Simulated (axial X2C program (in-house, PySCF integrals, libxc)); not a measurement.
**ZrO: nuclear properties from DFT to coupled cluster**

Calculated with an in-house all-electron X2C program for linear molecules (integrals from PySCF): two-component X2C with atomic mean-field Coulomb and Gaunt terms, Gaussian nuclei, basis Zr dyall-acv3z, O dyall-av3z with contracted cores.

R = 1.715 Å (near the PBE0 minimum at charge 0 of the determinant lowest at the starting distance; the state shown can have its own minimum elsewhere); state Ω = 1 (⟨Sz⟩ = -1.00, ⟨Lz⟩ = 2.00 at PBE0).

```csv
level,Eeff magnitude (GV/cm),Ws magnitude Zr (kHz),A∥/gI Zr (MHz),qzz Zr (a.u.),A∥/gI O (MHz),μ (D)
PBE0,2.8,1.26,-1210,-1.29,-8,-3.98
HF,3.94,1.76,-826,-1.16,10.3,-4.40
B3LYP,2.77,1.25,-1300,-1.39,-9.92,-4.03
```

Eeff is the effective electric field on the electron electric dipole moment in this Ω state and Ws the scalar–pseudoscalar constant of the nucleus named (defined with the proton number Z and per Ω); A∥ (defined per Ω) follows by multiplying with gI = μI/(I μN); qzz is the electric field gradient, eQq0 = 234.96 MHz × Q/barn × qzz; μ is positive if the O end (last atom) is positive. The operators were transformed with the bare-nucleus X2C matrices; with these basis sets, hyperfine constants and field gradients can be off by tens of per cent, and where levels differ in sign neither size nor sign is settled.

Finite-field MP2, CCSD and CCSD(T), with 18 electrons correlated in 130 natural virtual spinors (MP2 remainder added):

| level | Eeff magnitude (GV/cm) | Ws magnitude Zr (kHz) | A∥/gI Zr (MHz) | qzz Zr (a.u.) | A∥/gI O (MHz) | μ (D) |
| --- | --- | --- | --- | --- | --- | --- |
| MP2 | 2.67 | 1.21 | -1220 | -1.13 | -33.9 | -3.84 |
| CCSD | 3.15 | 1.41 | -1140 | -1.11 | -9.95 | -4.20 |
| CCSD(T) | 2.95 | 1.32 | -1160 | -1.22 | -12.7 | -3.97 |

T1 = 0.026 (Lee–Taylor). One unrestricted determinant, the lowest of a limited PBE0 search, is the reference; the functionals treat spin collinearly. With several open shells it need not be a pure state. Correlation of the inner shells is missing, which matters for properties at the nucleus. Number of frozen shells: Zr 3 s, 2 p, 1 d; O 1 s.

Question: By how much does correlation change each value, CCSD(T) against HF?

Answer: Eeff magnitude -25 %; Ws magnitude Zr -25 %; A∥/gI Zr 40 %; qzz Zr 5 %; A∥/gI O from 10.3 to -12.7, a change of sign; μ -10 %.
